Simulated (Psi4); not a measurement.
barium atom (Ba), singlet (core potentials on Ba); TPSS/def2-SVP run with Psi4.

Psi4 was given this input:
```
memory 2 GB

molecule mol {
0 1
  Ba    0.000000    0.000000    0.000000
}

set basis def2-svp
set reference rks
set ints_tolerance 1e-8

energy('tpss')
print_variables()
```

Question: Write the output that Psi4 gives for this input, abridged.

Answer: 
```
   => Loading Basis Set <=

    Name: DEF2-SVP
    Role: ORBITAL
    Keyword: BASIS

    !!!  WARNING: ECP capability is in beta. Please check occupations closely.  !!!

         ---------------------------------------------------------
                                   SCF
               by Justin Turney, Rob Parrish, Andy Simmonett
                          and Daniel G. A. Smith
                              RKS Reference
         ---------------------------------------------------------

  ==> Geometry <==

    Molecular point group: d2h
    Geometry (in Angstrom), charge = 0, multiplicity = 1:

       Center              X                  Y                   Z               Mass
    ------------   -----------------  -----------------  -----------------  -----------------
         BA           0.000000000000     0.000000000000     0.000000000000   137.905247000000

  Running in d2h symmetry.

  Rotational constants: A = ************  B = ************  C = ************ [cm^-1]
  Rotational constants: A = ************  B = ************  C = ************ [MHz]
  Nuclear repulsion =    0.000000000000000

  Charge       = 0
  Multiplicity = 1
  Electrons    = 10
  Nalpha       = 5
  Nbeta        = 5

  ==> Algorithm <==

  SCF Algorithm Type is DF.
  DIIS enabled.
  MOM disabled.
  Fractional occupation disabled.
  Guess Type is CORE.
  Energy threshold   = 1.00e-06
  Density threshold  = 1.00e-06
  Integral threshold = 1.00e-08

  ==> Primary Basis <==

  Basis Set: DEF2-SVP
    Blend: DEF2-SVP
    Number of shells: 10
    Number of basis functions: 30
    Number of Cartesian functions: 35
    Spherical Harmonics?: true
    Max angular momentum: 3

  Core potential: DEF2-SVP
    Number of shells: 4
    Number of ECP primitives: 10
    Number of ECP core electrons: 46
    Max angular momentum: 3

  ==> DFT Potential <==

   => LibXC <=

    Version 7.1.2
    S. Lehtola, C. Steigemann, M. J. T. Oliveira, and M. A. L. Marques,  SoftwareX 7, 1–5 (2018) (10.1016/j.softx.2017.11.002)

   => Composite Functional: TPSS <=

    TPSS Meta-GGA XC Functional

    J. Tao, et al., Phys. Rev. Lett., 91, 146401, 2003

    Deriv               =              1
    GGA                 =           TRUE
    Meta                =           TRUE

    Exchange Hybrid     =          FALSE
    MP2 Hybrid          =          FALSE

   => Exchange Functionals <=

    1.0000   XC_MGGA_X_TPSS

   => Correlation Functionals <=

    1.0000   XC_MGGA_C_TPSS

[...]
   @DF-RKS iter   6:   -25.43261181957628   -1.88530e-05   2.46923e-05 DIIS
   @DF-RKS iter   7:   -25.43261191392844   -9.43522e-08   1.63358e-06 DIIS
   @DF-RKS iter   8:   -25.43261191465342   -7.24977e-10   4.35036e-07 DIIS
  Energy and wave function converged.

  ==> Post-Iterations <==

   Electrons on quadrature grid:
      Ntotal   =   10.0000000000 ; deviation = 3.020e-14

    Orbital Energies [Eh]
    ---------------------

    Doubly Occupied:

[...]
    Virtual:

[...]
       8Ag    83.112916

    Final Occupation by Irrep:
             Ag   B1g   B2g   B3g    Au   B1u   B2u   B3u
    DOCC [     2,    0,    0,    0,    0,    1,    1,    1 ]
    NA   [     2,    0,    0,    0,    0,    1,    1,    1 ]
    NB   [     2,    0,    0,    0,    0,    1,    1,    1 ]

  @DF-RKS Final Energy:   -25.43261191465342

   => Energetics <=

    Nuclear Repulsion Energy =              0.0000000000000000
    One-Electron Energy =                 -41.2448707266872674
    Two-Electron Energy =                  19.3749507334428657
    DFT Exchange-Correlation Energy =      -3.5626919214090154
    Empirical Dispersion Energy =           0.0000000000000000
    VV10 Nonlocal Energy =                  0.0000000000000000
    Total Energy =                        -25.4326119146534175

Computation Completed

Properties will be evaluated at   0.000000,   0.000000,   0.000000 [a0]

Properties computed using the SCF density matrix

 Multipole Moments:

 ------------------------------------------------------------------------------------
     Multipole            Electronic (a.u.)      Nuclear  (a.u.)        Total (a.u.)
 ------------------------------------------------------------------------------------

 L = 1.  Multiply by 2.5417464519 to convert [e a0] to [Debye]
 Dipole X            :          0.0000000            0.0000000            0.0000000
 Dipole Y            :          0.0000000            0.0000000            0.0000000
 Dipole Z            :          0.0000000            0.0000000            0.0000000
 Magnitude           :                                                    0.0000000

 ------------------------------------------------------------------------------------

  Variable Map:
  ----------------------------------------------------------------------------
[...]
  Array Variable Map:
  ----------------------------------------------------------------------------
[...]
[...]
```
